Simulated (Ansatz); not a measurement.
Harmonic frequencies (cm⁻¹) at PBE0-D4/def2-TZVP from Ansatz: 68, 125, 216, 226, 241, 323, 418, 524, 592, 630, 704, 845, 910, 927, 950, 988, 1019, 1118, 1192, 1266, 1313, 1395, 1415, 1478, 1488, 1497, 1501, 2228, 2235, 3008, 3038, 3039, 3107, 3107, 3118, 3120.

Each molecule was computed in one conformer, which needn't be the lowest.

Q: Which molecule is it?
A. `N[Si](N)(N)O`
B. `C[Si](C)(C)Cl`
C. `C[Si](C)(S)S`
D. `CC(C)[SiH2]Cl`

A: D.
